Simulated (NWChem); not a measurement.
System: MgSiH$_{3}$OCl; SMILES [SiH3][O][Mg][Cl]

```xyz
7

Mg     0.0000     0.0000    -0.6908
Cl     0.0000     0.0000    -2.8937
O      0.0000     0.0000     1.1089
Si     0.0000     0.0000     2.7636
H     -1.2922    -0.5604     3.3071
H      0.1607     1.3993     3.3071
H      1.1315    -0.8389     3.3071
```
Atoms are numbered in this order, from 1.

Results from NWChem. Pople sets run with spherical d functions. All runs use the structure optimised with PBE-D3(BJ)/def2-SVP. Total energies compare along this basis series because the functional is fixed.

| level | basis functions | energy (Ha) | highest occupied level (eV) | orbital gap (eV) | dipole (D) |
|---|---|---|---|---|---|
| Hartree-Fock/STO-3G | 35 | -1013.0334 | -7.10 | 15.20 | 2.03 |
| Hartree-Fock/3-21G | 54 | -1019.5341 | -11.43 | 12.17 | 1.85 |
| Hartree-Fock/6-31G* | 74 | -1024.7697 | -11.72 | 12.47 | 0.80 |
| Hartree-Fock/6-31+G* | 90 | -1024.7763 | -11.82 | 11.95 | 0.74 |
| Hartree-Fock/6-311G** | 114 | -1024.8592 | -11.78 | 12.43 | 0.93 |
| Hartree-Fock/6-311++G** | 133 | -1024.8635 | -11.81 | 11.94 | 0.78 |
